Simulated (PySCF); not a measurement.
C4H9FSi, SMILES CC[SiH2]/C=C\F. Geometry optimised at PBE-D3(BJ)/def2-SVP. The structure was generated by enumeration; whether it is a known compound was not checked. One conformer was computed; it need not be the lowest.

Computed equilibrium geometry at PBE-D3(BJ)/def2-SVP (PySCF confirms it by a frequency run) as bond lengths and angles (one conformer of several):
Atoms: C1 C2 Si3 C4 C5 F6 H7 H8 H9 H10 H11 H12 H13 H14 H15. Bond lengths (Å): C1–C2 1.534, C1–H7 1.110, C1–H8 1.110, C1–H9 1.110, C2–Si3 1.897, C2–H10 1.112, C2–H11 1.112, Si3–C4 1.883, Si3–H12 1.508, Si3–H13 1.508, C4–C5 1.341, C4–H14 1.103, C5–F6 1.348, C5–H15 1.105. Angles (°): C2–C1–H7 111.6, C2–C1–H8 111.9, C2–C1–H9 111.6, H7–C1–H8 107.2, H7–C1–H9 107.0, H8–C1–H9 107.2, C1–C2–Si3 114.2, C1–C2–H10 110.7, C1–C2–H11 110.7, Si3–C2–H10 107.6, Si3–C2–H11 107.6, H10–C2–H11 105.7, C2–Si3–C4 109.4, C2–Si3–H12 109.9, C2–Si3–H13 109.9, C4–Si3–H12 110.2, C4–Si3–H13 110.2, H12–Si3–H13 107.2, Si3–C4–C5 123.8, Si3–C4–H14 120.6, C5–C4–H14 115.6, C4–C5–F6 122.0, C4–C5–H15 126.7, F6–C5–H15 111.4.
